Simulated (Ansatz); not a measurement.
A nudged elastic band was laid between two geometries of BF2HO + H2 (7 atoms, charge 0, multiplicity 1).

Computed with Ansatz, RKS PBE-D4/def2-SVP.

* movable images: 9
* climbing image: yes
* spring: 5.0 eV/Å²
* optimiser: quadratic models (default)
* start path: through a guess of the saddle point
* force threshold: 0.05 eV/Å
* iteration limit: 60
* end points: relaxed

Initial state:

```xyz
7
Properties=species:S:1:pos:R:3
B -0.117 -0.486 -0.120
F -0.012 -0.769 1.187
O 0.954 -0.494 -0.949
H 1.778 -0.709 -0.477
F -1.320 -0.204 -0.611
H 0.222 2.361 0.802
H 0.214 1.875 1.397
```

Final state:

```xyz
7
Properties=species:S:1:pos:R:3
B 0.090 0.417 -0.385
F -0.022 0.041 2.140
O 1.309 -0.100 -0.653
H 1.253 -1.006 -1.014
F -1.039 -0.229 -0.704
H 0.031 1.551 0.063
H 0.097 0.901 1.781
```

**Question.** What changes between the two ends?

**Answer.** Bonds broken: B1–F2, H6–H7. Bonds formed: B1–H6, F2–H7. BF2HO + H2 becomes BFH2O + FH.

**Question.** What energy profile does the band end with?

**Answer.** The run converged. The highest image is number 7 of 0 to 10, 1.87 eV above the first end and 0.62 eV above the last; the last end lies 1.26 eV above the first. The profile has 2 maxima (images 2, 7) with wells between them (image 4): this band takes more than one step, which may be the mechanism or a detour left from its start path. Neighbouring images differ by up to 1.2 eV, so the band resolves the path poorly. A vibrational analysis at the climbing image gives one clearly imaginary mode, 974i cm⁻¹: a first-order saddle point. The orbitals stay closed-shell, which can raise the energy where a bond breaks towards radicals; this wasn't checked here.

```csv
image,path coordinate (Å),energy (eV),B1–F2 (Å),H6–H7 (Å),B1–H6 (Å)
0,0.00,0.00,1.34,0.77,3.01
1,0.64,0.01,1.34,0.77,2.82
2,1.28,0.34,1.34,0.77,2.79
3,1.92,0.14,1.33,0.77,2.83
4,2.56,0.00,1.33,0.77,2.97
5,3.20,0.09,1.34,0.77,2.35
6,3.85,0.66,1.37,0.79,1.82
7,4.49,1.87,1.67,1.06,1.36
8,4.81,1.56,1.94,1.33,1.26
9,5.14,1.31,2.27,1.58,1.23
10,5.47,1.26,2.56,1.84,1.22
```

**Question.** What is the geometry of the highest image?

**Answer.** 
```xyz
7
Properties=species:S:1:pos:R:3
B 0.096 0.220 0.028
F -0.012 -0.023 1.673
O 1.325 -0.130 -0.456
H 1.273 -0.905 -1.043
F -1.060 -0.208 -0.515
H 0.071 1.553 0.300
H 0.026 1.067 1.243
```

Run time: 5 min on 1 thread of Arm Neoverse V1, on a shared host, peak memory 0.12 GiB.
